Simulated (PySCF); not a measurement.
What settings do to a single point of [Eu(HCN)]3+

The sound run of [Eu(HCN)]3+ (singlet in the valence; each metal's 4f electrons, 6 of them, lie in its core potential, out of spins and levels) uses PySCF 2.14.0, RKS PBE, Eu lcecp-1-SVP with ECP52, N def2-SVP, C def2-SVP, H def2-SVP; non-relativistic Hamiltonian with scalar-relativistic core potentials where named; density fitting; no spin-orbit coupling, grid (50, 194), threshold 1e-8 Eh and 55 cycles, at the relaxed geometry:

```xyz
4

Eu    0.0000    0.0000   -0.2771
N     0.0000    0.0000    1.9769
C     0.0000    0.0000    3.1565
H     0.0000    0.0000    4.2812
```

There Eu1 has a Mulliken charge of 2.45 e and the dipole about the centre of mass is 4.96 D. Each run below changes one thing and starts from free metal ions and neutral atoms unless it says otherwise; with 55 cycles, smearing, a level shift and second-order steps follow where DIIS fails, and their cycles count. Energy shifts count from the sound run. On f atoms grids over 110 angular points are at least (60, 302).

```
                                                       change    outcome  cycles  energy shift (eV)  largest force component (eV/Å)  charge on Eu1 (e)  dipole about the centre of mass (D)
                                               grid (99, 590)  converged      11            -0.0003                            0.00               2.45                                 4.96
                                              threshold 1e-06  converged      10             0.0000                            0.00               2.45                                 4.96
start from a density of up to 30 smeared cycles (not counted)  converged       7             0.0000                            0.00               2.45                                 4.96
                       N2 put 1.1 Å from Eu1, limit 58 cycles  converged      25              46.90                          170.93               1.59                                12.61
```

Question: How does the run with this change end: cycle limit 8?

Answer: outcome not converged, cycles 8.

Unsound on purpose, so not properties of the compound: N2 put 1.1 Å from Eu1, limit 58 cycles.

Forces carry noise of the integration grid, about 0.01 to 0.03 eV/Å.

An lcecp potential fixes the number of 4f electrons, so in runs with it no electron can move into or out of that shell.
